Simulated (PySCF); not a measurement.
Low-lying terms of Cl(7+) (chlorine, charge +7)

Ground state [Ne], ¹S. Computed with PySCF 2.14 in def2-TZVPPD with one added diffuse shell each of s, p, d type (7s7p5d1f, 60 functions), with the non-relativistic Hamiltonian (point nucleus). Vertical excitation energies in eV without spin-orbit coupling; excited terms of each kind are numbered among those the solver found. Frozen: 1s2.

```json
{"term": "1 3P°", "leading excitation": "2p → s", "EOM-EE-CCSD": "209.99"}
{"term": "1 1P°", "leading excitation": "2p → s", "EOM-EE-CCSD": "211.34"}
{"term": "1 3S", "leading excitation": "2p → p", "EOM-EE-CCSD": "221.82"}
{"term": "1 3D", "leading excitation": "2p → p", "EOM-EE-CCSD": "224.46"}
{"term": "1 1D", "leading excitation": "2p → p", "EOM-EE-CCSD": "225.62"}
{"term": "1 1P", "leading excitation": "2p → p", "EOM-EE-CCSD": "225.87"}
{"term": "1 3P", "leading excitation": "2p → p", "EOM-EE-CCSD": "225.91"}
{"term": "1 1S", "leading excitation": "2p → p", "EOM-EE-CCSD": "234.19"}
{"term": "2 3P°", "leading excitation": "2p → d", "EOM-EE-CCSD": "245.70"}
{"term": "1 3F°", "leading excitation": "2p → d", "EOM-EE-CCSD": "246.70"}
{"term": "1 1F°", "leading excitation": "2p → d", "EOM-EE-CCSD": "247.44"}
{"term": "1 1D°", "leading excitation": "2p → d", "EOM-EE-CCSD": "248.02"}
{"term": "2 3S", "leading excitation": "2p → p", "EOM-EE-CCSD": "283.50"}
{"term": "2 1D", "leading excitation": "2p → p", "EOM-EE-CCSD": "284.20"}
```

The solver can miss terms.
